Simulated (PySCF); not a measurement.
Stretching BAs

Set-up: basis B def2-TZVPPD, As def2-TZVPPD; no relativity; PySCF 2.14. Energies in eV from B + As in their ground configurations at the same level. All curves are PBE0. state 1: ³Π (triplet), unpaired electrons σ ↑, π ↑; state 2: Ms = 0 determinant of mixed spin (⟨S²⟩ near 1.0), unpaired electrons σ ↓, π ↑, a second solution, started from another occupation; state 3: ³Σ⁻ (triplet), unpaired electrons π ↑↑, a second solution, started from another occupation; state 4: ¹Σ⁺ (singlet), closed shell, a second solution, started from another occupation.

```csv
R (Å),state 1,state 2,state 3,state 4
1.591,-1.951,-1.776,0.423,-1.767
1.665,-2.611,-2.447,-0.592,-2.166
1.739,-2.975,-2.821,-1.296,-2.307
1.794,-3.103,-2.956,-1.667,-2.288
1.850,-3.136,-2.997,-1.933,-2.192
1.905,-3.096,-2.964,-2.116,-2.037
1.980,-2.961,-2.836,-2.258,-1.770
2.072,-2.705,-2.587,-2.314,-1.376
2.183,-2.334,-2.217,-2.261,-0.870
2.331,-1.815,-1.691,-2.064,-0.208
```

**Question.** Put a parabola through the three lowest points of the state 1 curve and estimate Re, k and ωe (reduced mass 9.599 u; 1 eV/Å² = 0.16022 mdyn/Å; ωe = 1302.8·√(k/μ) cm⁻¹).

**Answer.** Through R = 1.794, 1.85, 1.905 Å the second-order coefficient is 11.9 eV/Å², so Re ≈ 1.847 Å, k ≈ 3.80 mdyn/Å and ωe ≈ 820 cm⁻¹. A polynomial fit of higher order to the unrounded PBE0 energies gives Re = 1.845 Å, k = 3.85 mdyn/Å, ωe = 825 cm⁻¹; anharmonicity and rounding make the difference.

The higher-order fit for each curve: state 1: Re = 1.845 Å, ωe = 825 cm⁻¹, De = 3.14 eV; state 2: Re = 1.850 Å, ωe = 818 cm⁻¹, minimum 3.00 eV below the ground-state fragments; state 3: Re = 2.075 Å, ωe = 551 cm⁻¹, minimum 2.31 eV below the ground-state fragments; state 4: Re = 1.755 Å, ωe = 933 cm⁻¹, minimum 2.31 eV below the ground-state fragments.

⟨S²⟩ of the unrestricted solution departs from its pure value on part of the curve, where spin states mix. Spin–orbit coupling is left out. The state is the lowest determinant that a PBE0 search found; another state may lie lower at other levels.
